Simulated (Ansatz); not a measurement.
InSn9H16, a doped cluster cut from the lattice of tin (In on a surface site). Total charge 0; doublet. Geometry PBE-D4/def2-SVP; atoms count from 1.

Cartesian coordinates in Å:
```
Sn 0.2244 2.7669 0.8836
Sn -2.6148 -0.8328 0.2431
Sn 1.5450 -1.6071 1.5882
In 0.9650 0.1804 -2.9431
Sn 1.8513 1.0646 2.4294
Sn -1.1094 -2.4660 1.9737
Sn -2.4346 1.8573 1.0556
Sn 1.1056 2.7331 -1.7907
Sn -1.5159 -1.2770 -2.3249
Sn 2.0435 -1.9282 -1.1786
H 0.2919 4.3529 1.6053
H -4.2799 -1.3488 0.1852
H 2.6760 -2.6474 2.4160
H 1.4436 -0.0998 -4.6053
H 1.4450 1.1371 4.1181
H 3.5250 1.5086 2.2839
H -1.5997 -2.2786 3.6287
H -1.2791 -4.1425 1.5566
H -3.0408 1.9652 2.6815
H -3.4796 2.8213 0.0569
H 0.1462 3.9089 -2.6460
H 2.7256 3.3705 -1.7739
H -2.5722 -0.7133 -3.6018
H -1.3435 -2.9886 -2.5766
H 3.7468 -1.8252 -1.5713
H 1.5345 -3.5115 -1.6937
```

In the def2 sets In, Sn take a core potential; there is no spin–orbit coupling. Single mean-field runs in def2-TZVP are fitted with def2-universal-jkfit.

**Question.** Estimate the Mulliken populations from the PBE0/def2-TZVP orbitals of Ansatz.

**Answer.** 
```json
{"atom": "Sn1", "charge (e)": "0.04", "spin (α − β)": "0.00"}
{"atom": "Sn2", "charge (e)": "0.04", "spin (α − β)": "0.03"}
{"atom": "Sn3", "charge (e)": "0.04", "spin (α − β)": "0.03"}
{"atom": "In4", "charge (e)": "0.23", "spin (α − β)": "0.23"}
{"atom": "Sn5", "charge (e)": "0.05", "spin (α − β)": "0.00"}
{"atom": "Sn6", "charge (e)": "0.06", "spin (α − β)": "0.00"}
{"atom": "Sn7", "charge (e)": "0.05", "spin (α − β)": "0.00"}
{"atom": "Sn8", "charge (e)": "-0.05", "spin (α − β)": "-0.03"}
{"atom": "Sn9", "charge (e)": "0.01", "spin (α − β)": "0.30"}
{"atom": "Sn10", "charge (e)": "0.02", "spin (α − β)": "0.33"}
{"atom": "H11", "charge (e)": "-0.03", "spin (α − β)": "0.00"}
{"atom": "H12", "charge (e)": "-0.02", "spin (α − β)": "0.01"}
{"atom": "H13", "charge (e)": "-0.02", "spin (α − β)": "0.01"}
{"atom": "H14", "charge (e)": "-0.08", "spin (α − β)": "-0.02"}
{"atom": "H15", "charge (e)": "-0.03", "spin (α − β)": "0.00"}
{"atom": "H16", "charge (e)": "-0.03", "spin (α − β)": "0.00"}
{"atom": "H17", "charge (e)": "-0.03", "spin (α − β)": "0.00"}
{"atom": "H18", "charge (e)": "-0.03", "spin (α − β)": "0.00"}
{"atom": "H19", "charge (e)": "-0.03", "spin (α − β)": "0.00"}
{"atom": "H20", "charge (e)": "-0.03", "spin (α − β)": "0.00"}
{"atom": "H21", "charge (e)": "-0.04", "spin (α − β)": "0.00"}
{"atom": "H22", "charge (e)": "-0.04", "spin (α − β)": "0.00"}
{"atom": "H23", "charge (e)": "-0.03", "spin (α − β)": "0.06"}
{"atom": "H24", "charge (e)": "-0.02", "spin (α − β)": "-0.01"}
{"atom": "H25", "charge (e)": "-0.03", "spin (α − β)": "0.06"}
{"atom": "H26", "charge (e)": "-0.02", "spin (α − β)": "-0.01"}
```
Mulliken values depend strongly on the basis.

**Question.** Where does the spin sit?

**Answer.** Summed by element: Sn 0.66, In 0.23, H 0.12, of 1 unpaired in all. Largest on single atoms: Sn10 0.33, Sn9 0.30, In4 0.23.

**Question.** And the Mayer bond orders between heavy atoms (over 0.3)?

**Answer.** Sn1–Sn5 0.86 (2.82 Å); Sn1–Sn7 0.86 (2.82 Å); Sn1–Sn8 0.86 (2.82 Å); Sn2–Sn6 0.86 (2.82 Å); Sn2–Sn7 0.86 (2.82 Å); Sn2–Sn9 0.85 (2.83 Å); Sn3–Sn5 0.86 (2.82 Å); Sn3–Sn6 0.86 (2.82 Å); Sn3–Sn10 0.84 (2.83 Å); In4–Sn8 0.82 (2.80 Å); In4–Sn9 0.61 (2.94 Å); In4–Sn10 0.59 (2.95 Å).
